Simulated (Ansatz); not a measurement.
# Worked example: SiH2(SiH3)Cl + C2H6CdO → SiH2(OH)(SiH3) + C2H5CdCl

Gas-phase species: SiH2(SiH3)Cl, singlet; C2H6CdO `C[CH2][Cd][OH]`, singlet; SiH2(OH)(SiH3) (disilanol), singlet; C2H5CdCl `C[CH2][Cd][Cl]`, singlet. The partners trade Cl for OH: Si–Cl and Cd–OH bonds give way to Si–OH and Cd–Cl.

Shapes, held fixed at every level: PBE0-D4/def2-TZVP. Flexible molecules stand in one conformer, not always the lowest. Programs: Ansatz 0.2.0. The zero-point and thermal change to 298 K, harmonic and unscaled (PBE0-D4/def2-TZVP), is +1.9 kJ/mol.

At CCSD(T)/def2-TZVPP; 1 Eh = 2625.50 kJ/mol:

| species | energy (Eh) |
| --- | --- |
| SiH2(SiH3)Cl | -1040.873422 |
| C2H6CdO | -322.368254 |
| SiH2(OH)(SiH3) | -656.874902 |
| C2H5CdCl | -706.407021 |

Work out ΔH(298 K) of the reaction at this level.


1. Products less reactants: (-656.874902) + (-706.407021) − [(-1040.873422) + (-322.368254)] = -0.040247 Eh = -105.7 kJ/mol.
2. With the thermal change: -105.7 + (+1.9) = -103.8 kJ/mol.

Other levels give -137.0 (HF/def2-TZVPP) to -92.2 kJ/mol (PBE-D4/def2-TZVPP). No measured value is set beside it here. For atoms past krypton def2 sets carry core potentials with scalar relativity. Outer-core shells of Cd are correlated, in sets that cover them unevenly.
